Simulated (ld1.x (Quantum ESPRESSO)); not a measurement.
**An all-electron radial function and its pseudo partner (Mn)**

Columns: radius, all-electron u(r) and pseudo u(r) of the 4s shell (level -12.17 eV) of manganese in the configuration [Ne] 3s2 3p6 3d5 4s1 4p0; LDA (PZ), scalar-relativistic, ultrasoft scheme, ld1.x (Quantum ESPRESSO) 7.5.

```
r (bohr)  all-electron   pseudo
   0.103       -0.0698   0.1496
   0.205       -0.1832   0.2787
   0.308       -0.0484   0.3740
   0.410        0.1328   0.4246
   0.513        0.2599   0.4298
   0.615        0.3076   0.3940
   0.718        0.2888   0.3257
   0.820        0.2241   0.2364
   0.923        0.1317   0.1341
   1.025        0.0279   0.0279
   1.128       -0.0791  -0.0791
   1.230       -0.1809  -0.1809
   1.332       -0.2747  -0.2747
   1.435       -0.3592  -0.3592
   1.538       -0.4325  -0.4325
   1.640       -0.4941  -0.4941
   1.743       -0.5454  -0.5454
   1.845       -0.5860  -0.5860
   1.948       -0.6178  -0.6178
   2.050       -0.6408  -0.6408
   2.153       -0.6565  -0.6565
   2.255       -0.6653  -0.6653
   2.358       -0.6684  -0.6684
   2.460       -0.6663  -0.6663
   2.562       -0.6600  -0.6600
   2.665       -0.6500  -0.6500
```

Q: How many radial nodes do the two functions have?

A: The all-electron 4s function has n − l − 1 = 3 (the table is too coarse to show those close to the nucleus); the pseudo-wave has 1, since 1 lower shell of the same l stays in the valence.

Q: At about which radius was the pseudo-wave matched?

A: 1.20 bohr. The columns agree to 0.0005 from 1.02 bohr on; several derivatives are matched, so the curves merge somewhat inside the radius.

Q: Is the pseudo-wave norm-conserving?

A: No, it belongs to an ultrasoft set: the norm inside the radius is not constrained, and the difference is carried by the augmentation charge.
